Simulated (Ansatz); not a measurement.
Species: difluorogermane, sum formula GeH2F2, net charge 0, singlet state. 
Structure (B3LYP-D3(BJ)/def2-TZVP (Ansatz, a quantum-chemistry and plane-wave program) minimum search):
```xyz
5

F     -0.7714    -1.3490    -0.0057
Ge     0.3335    -0.0114     0.0403
F     -0.6580     1.3979    -0.1669
H      1.2511    -0.1207    -1.1768
H      0.9408     0.0457     1.4414
```

Parts of the frozen-core correlation energy in cc-pV5Z (Ansatz, hartree). Frozen orbitals: 16; correlated occupied orbitals by spin: 10 and 10; virtual: 370 and 370. Spin-orbit coupling is left out. No relativistic terms.

```tsv
term	value
reference (HF)	-2275.62959
MP2 opposite-spin	?
MP2 same-spin	?
CCSD correlation	-0.71233
(T)	?
T1 diagnostic	0.012
largest doubles amplitude	0.020
```

What belongs in the gaps?


- MP2 opposite-spin, value: -0.54464
- MP2 same-spin, value: -0.16672
- (T), value: -0.02310
